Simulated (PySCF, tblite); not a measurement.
Isomers of C6H10F3OP. Calculated harmonic vibrations of the isolated species, GFN2-xTB (tblite), most abundant isotopes, no scaling. This tight-binding method is rough: wavenumbers can miss measured ones by several per cent, in bad cases by 10 to 20. One conformer each.

Electronic energies: PBE0/pcSseg-1 single points on the GFN2-xTB geometries (PySCF, gas phase).

| SMILES | electronic energy, lowest = 0 (kJ/mol) |
| --- | --- |
| CC(=O)P(C)CCC(F)(F)F | 20.8 |
| CCP(CC(F)(F)F)C(C)=O | 41.8 |
| C=C(C)[P@@](=O)(CC)C(F)(F)F | 59.1 |
| CC[P@@]1(=O)CC[C@@H]1C(F)(F)F | 0.0 |
| C[P@](=O)(C1CCC1)C(F)(F)F | 59.8 |
| C/C=C\[P@](=O)(CC)C(F)(F)F | 55.7 |
| C=C(C)P(COC)C(F)(F)F | 193.6 |

Question: How do GFN2-xTB zero-point energies change the relative energies?

Answer: 
| SMILES | ZPE (kJ/mol) | of it from modes above 1550 cm⁻¹ | electronic (kJ/mol) | with ZPE, lowest = 0 (kJ/mol) | lowest mode (cm⁻¹) | rings |
| --- | --- | --- | --- | --- | --- | --- |
| CC[P@@]1(=O)CC[C@@H]1C(F)(F)F | 407.5 | 179.7 | 0.0 | 0.0 | 53 | 1 |
| CC(=O)P(C)CCC(F)(F)F | 398.2 | 189.9 | 20.8 | 11.5 | 9i | 0 |
| CCP(CC(F)(F)F)C(C)=O | 399.0 | 189.7 | 41.8 | 33.3 | 31 | 0 |
| C/C=C\[P@](=O)(CC)C(F)(F)F | 399.6 | 190.6 | 55.7 | 47.8 | 17i | 0 |
| C=C(C)[P@@](=O)(CC)C(F)(F)F | 399.8 | 191.4 | 59.1 | 51.4 | 26 | 0 |
| C[P@](=O)(C1CCC1)C(F)(F)F | 405.3 | 179.9 | 59.8 | 57.6 | 32 | 1 |
| C=C(C)P(COC)C(F)(F)F | 397.2 | 188.3 | 193.6 | 183.3 | 43 | 0 |

The zero-point energies span 10.3 kJ/mol, from `C=C(C)P(COC)C(F)(F)F` to `CC[P@@]1(=O)CC[C@@H]1C(F)(F)F`. Slightly imaginary modes are left out of the zero-point energy: `CC(=O)P(C)CCC(F)(F)F` 9.0i cm⁻¹ and `C/C=C\[P@](=O)(CC)C(F)(F)F` 17.1i cm⁻¹. The order is unchanged.

Question: And how do the electronic energies of GFN2-xTB itself compare?

Answer: `CC[P@@]1(=O)CC[C@@H]1C(F)(F)F` 0.0; `CC(=O)P(C)CCC(F)(F)F` 155.8; `CCP(CC(F)(F)F)C(C)=O` 157.5; `C/C=C\[P@](=O)(CC)C(F)(F)F` 74.3; `C=C(C)[P@@](=O)(CC)C(F)(F)F` 70.5; `C[P@](=O)(C1CCC1)C(F)(F)F` 28.8; `C=C(C)P(COC)C(F)(F)F` 257.6 kJ/mol, lowest = 0. Against the energies above, taken from the same isomer `CC[P@@]1(=O)CC[C@@H]1C(F)(F)F`, the largest difference is 135.0 kJ/mol.

Question: What do entropy and thermal enthalpy add at 298.15 K and 1 bar (rigid rotor, harmonic oscillator, one conformer each)?

Answer: 
| SMILES | point group | symmetry number | S (J/(mol K)) | H − H(0) (kJ/mol) | ZPE + H − H(0) − TS (kJ/mol) |
| --- | --- | --- | --- | --- | --- |
| CC[P@@]1(=O)CC[C@@H]1C(F)(F)F | C1 | 1 | 457.9 | 34.51 | 305.5 |
| CCP(CC(F)(F)F)C(C)=O | C1 | 1 | 499.5 | 38.45 | 288.5 |
| C=C(C)[P@@](=O)(CC)C(F)(F)F | C1 | 1 | 497.0 | 38.94 | 290.6 |
| C[P@](=O)(C1CCC1)C(F)(F)F | C1 | 1 | 479.3 | 36.08 | 298.5 |
| C=C(C)P(COC)C(F)(F)F | C1 | 1 | 492.1 | 38.67 | 289.2 |

Not tabulated: `CC(=O)P(C)CCC(F)(F)F` (lowest mode only 9i cm⁻¹); `C/C=C\[P@](=O)(CC)C(F)(F)F` (lowest mode only 17i cm⁻¹).
